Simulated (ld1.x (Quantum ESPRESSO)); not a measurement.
Which change was made? (C, RRKJ)

```
Element                 : carbon
Generator               : ld1.x (Quantum ESPRESSO) 7.5
Type                    : norm-conserving RRKJ (Kleinman–Bylander form)
Functional              : BLYP
Relativity              : non-relativistic
Frozen core             : [He]
Valence charge          : 4
Reference configuration : 2s2 2p0 (charge +2)
Partial waves           : 2p (bound, empty): rc 1.90 bohr; 3d channel at 0.05 Ry: rc 1.70 bohr; 2s (bound): rc 1.25 bohr
Local potential         : the s channel
Core correction         : a·sin(br)/r model core, default radius (core density twice the valence density)
rho0                    : 0.01
```

Cutoffs, loose and tight: the cutoffs (Ry, on a coarse ladder) from which the occupation-weighted sum of valence levels, in a spherical-Bessel basis at the reference potential, stays within 10 and 1 mRy of its value at 400 Ry. They do not see the model core or the augmentation charge, which bear on the density cutoff. Test errors are all-electron minus pseudo excitation energies from the reference, over the configurations 2s2 2p2; 2s2 2p1; 2s1 2p0; 2s2 2p2.3; 2s2 2p1.5; 2s0 2p4; 2s1 2p2; variants that change the core or the reference have their own tests.

The base gives: outcome: generated; cutoff, loose: 35 Ry; cutoff, tight: 90 Ry; bound ghosts: none; largest test error (meV): +588.

(1) After one change the result is: outcome: generated; cutoff, loose: 50 Ry; cutoff, tight: 70 Ry; bound ghosts: none; largest test error (meV): +492. Which change was it?
A. all radii but the core radius scaled by about 1.21 (s 1.50, p 2.30, d 2.06 bohr)
B. wave 2p (bound): rc 1.90 bohr becomes 2p (bound): rc 2.82 bohr
C. type TM; local potential the d channel; rho0 0
D. local potential all-electron potential smoothed inside 1.00 bohr (lloc = -2)

Results:

(1) D. The others give: type TM; local potential the d channel; rho0 0 → outcome: generated; cutoff, loose: 35 Ry; cutoff, tight: 90 Ry; bound ghosts: none; largest test error (meV): +461 | all radii but the core radius scaled by about 1.21 (s 1.50, p 2.30, d 2.06 bohr) → outcome: generated; cutoff, loose: 30 Ry; cutoff, tight: 60 Ry; bound ghosts: none; largest test error (meV): +1394 | wave 2p (bound): rc 1.90 bohr becomes 2p (bound): rc 2.82 bohr → outcome: generated; cutoff, loose: 35 Ry; cutoff, tight: 90 Ry; bound ghosts: none; largest test error (meV): +2940.
